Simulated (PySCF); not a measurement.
C3H9N, SMILES CC(C)N (connectivity only; charge and spin as stated), charge +1, multiplicity 2. Coordinates come from a PBE-D3(BJ)/def2-SVP optimisation. The spin state was assumed, not searched. Other conformers were not sampled.

The numbers are results of PySCF with PBE-D3(BJ)/def2-SVP, not measurements.

Harmonic wavenumbers (cm⁻¹): 183, 192, 230, 350, 395, 418, 642, 791, 832, 926, 950, 965, 1003, 1032, 1063, 1224, 1228, 1319, 1344, 1380, 1399, 1402, 1419, 1537, 2563, 2979, 2984, 3077, 3078, 3110, 3113, 3380, 3503. Rotational constants (GHz): 8.449, 7.652, 4.479; symmetry number 1.

**Question.** Work out the zero-point energy and the ideal-gas rigid-rotor harmonic-oscillator thermochemistry at 298.15 K and 1 atm.

**Answer.** ZPE = ½ Σ hcν = ½ × 50013 cm⁻¹ = 71.50 kcal/mol. H − E(el) = 75.91 kcal/mol. Entropy in cal/(mol K): translation 38.15, rotation 24.52, vibration 11.01, spin 1.38, total 75.06. G − E(el) = 53.53 kcal/mol. Cp = 23.64 cal/(mol K).
